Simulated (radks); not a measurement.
Values are calculated unless marked as measured or tabulated.
Question: The ruthenium ion Ru3+, 41 electrons, occupied as [Kr] 4d5. Level of theory: scalar-relativistic Kohn-Sham, r2SCAN, spin-polarised, spherical densities, finite nucleus; open shells are filled with parallel spins first (spin-orbit coupling, left out, can overturn this in heavy ions); meta-GGA in the generalised Kohn-Sham scheme; Fermi nuclear charge, rms radius 4.4809 fm (a radial shooting solver on a logarithmic mesh with Libxc functionals). Some entries of the table are withheld. Estimate them.

| orbital | occ. | eigenvalue (hartree) | <r> (bohr) | <r^2> (bohr^2) |
|---|---|---|---|---|
| 1s down | 1 | -809.1552 | 0.03344 | 0.001510 |
| 1s up | 1 | -809.1539 | 0.03344 | 0.001510 |
| 2s up | 1 | -117.9456 | 0.1456 | 0.02499 |
| 2s down | 1 | -117.9020 | 0.1456 | 0.02499 |
| 2p up | 3 | -105.6661 | 0.1270 | 0.01970 |
| 2p down | 3 | -105.6345 | 0.1270 | 0.01969 |
| 3s up | 1 | -22.03833 | 0.4016 | 0.1847 |
| 3s down | 1 | -22.02631 | 0.4017 | 0.1847 |
| 3p up | 3 | -17.97031 | 0.4023 | 0.1882 |
| 3p down | 3 | -17.95361 | 0.4023 | 0.1881 |
| 3d up | 5 | -11.44892 | 0.3840 | 0.1766 |
| 3d down | 5 | -11.41481 | 0.3840 | 0.1765 |
| 4s up | 1 | -4.22946 | 1.017 | 1.170 |
| 4s down | 1 | -4.04917 | 1.010 | 1.154 |
| 4p up | 3 | -3.09080 | 1.114 | 1.414 |
| 4p down | 3 | -2.89532 | 1.105 | 1.394 |
| 4d up | 5 | -1.44654 | 1.421 | 2.365 |
| 4d down | 0 | -1.22793 | 1.424 | 2.398 |
| 5s up | 0 | -1.05967 | 2.484 | 6.917 |
| 5p up | 0 | -0.79444 | (1) | 9.512 |

Answer: 
(1) 5p up <r> (bohr): 2.910
